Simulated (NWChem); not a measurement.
System: NbN2H3F2; SMILES [NH]=[Nb]([NH2])([F])[F]

Input file for NWChem:

```
start job
memory heap 200 mb stack 900 mb global 1100 mb
geometry units angstroms noautosym nocenter noautoz
  Nb     0.008618    -0.000464    -0.042590
  N     -0.577491    -0.004084    -1.678116
  H     -0.791717    -0.006028    -2.670443
  F      1.022726    -1.547571     0.311054
  F      1.017559     1.551159     0.306012
  N     -1.632341    -0.001477     1.014308
  H     -2.588733    -0.003591     0.673515
  H     -1.623058     0.000170     2.033736
end
basis spherical
  * library def2-svp
end
ecp
  Nb library def2-ecp
end
dft
  xc b3lyp
  iterations 150
end
property
  response 1 0.0773
end
task dft property
```

The geometry was optimised at PBE0/def2-SVP. No frequency run checked for a minimum. def2 effective core potentials on Nb; no spin-orbit coupling.

Field at 589 nm.

Question: Give the results of this calculation. (B3LYP/def2-SVP with def2 effective core potentials on Nb.) Quantities: isotropic polarisability (bohr³); anisotropy (bohr³).

Answer: 
```
Property                          Result
--------------------------------  ------
isotropic polarisability (bohr³)    47.6
anisotropy (bohr³)                  16.3
```
